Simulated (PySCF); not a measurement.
# Correlation energy of Dy⁵⁶⁺ (dysprosium, charge +56)

Starting occupation: [Ne]. All numbers are calculated (PySCF 2.14, X2C-1e with screened-nucleus spin-orbit coupling, Gaussian nucleus, in an even-tempered Gaussian basis (17 s from 8.9 bohr⁻², ratio 2.6; 13 p from 12 bohr⁻², ratio 2.6; 6 d from 12 bohr⁻², ratio 2.8; 3 f from 260 bohr⁻², ratio 2.8)). Frozen: 1s2; 8 electrons correlated; the 48 highest virtual spinors left out.

MP2 pair energies summed by pair of shells (mhartree):

| pair | energy | share (%) |
| --- | --- | --- |
| 2p1/2-2p3/2 | -105.07 | 33.2 |
| 2p3/2-2p3/2 | -98.57 | 31.1 |
| 2p3/2-2s1/2 | -49.40 | 15.6 |
| 2p1/2-2s1/2 | -26.17 | 8.3 |
| 2p1/2-2p1/2 | -24.38 | 7.7 |
| 2s1/2-2s1/2 | -13.05 | 4.1 |

Total MP2 correlation energy: -316.65 mhartree.

The virtual space was cut to 44 spinors, which keep -244.32 of the -316.65 mhartree of MP2 correlation.

```tsv
level	correlation energy (mhartree)
CCSD	-245.10
(T)	-0.02
CCSD(T)	-245.12
```

Diagnostics: T1 = 2.5e-05, largest double amplitude 0.002.

Cost of the coupled-cluster step: of the order of 10 core-seconds, for 8 occupied and 44 virtual spinors.

Iterations:

```
Init t2, MP2 energy = -0.244320167080782
CCSD nocc = 8, nmo = 52
Init t2, MP2 energy = -0.244320167080782
Init E_corr(GCCSD) = -0.244320167080782
cycle = 1  E_corr(GCCSD) = -0.245088336283051  dE = -0.000768169202  norm(t1,t2) = 0.000146736
cycle = 2  E_corr(GCCSD) = -0.24510316986244  dE = -1.48335794e-05  norm(t1,t2) = 3.5374e-06
cycle = 3  E_corr(GCCSD) = -0.245103457581402  dE = -2.87718962e-07  norm(t1,t2) = 1.08265e-07
cycle = 4  E_corr(GCCSD) = -0.2451034571959  dE = 3.85502325e-10  norm(t1,t2) = 5.02954e-10
GCCSD converged
E(GCCSD) = -8602.29351628617  E_corr = -0.2451034571958996
```

The coupled-cluster values are those of the cut space; adding the MP2 remainder, -72.33 mhartree, estimates the full space.

At this charge the one-electron X2C treatment keeps the bare 1/r₁₂, with no two-electron picture change or Breit term. The effect here is smaller than on the frozen 1s shell.
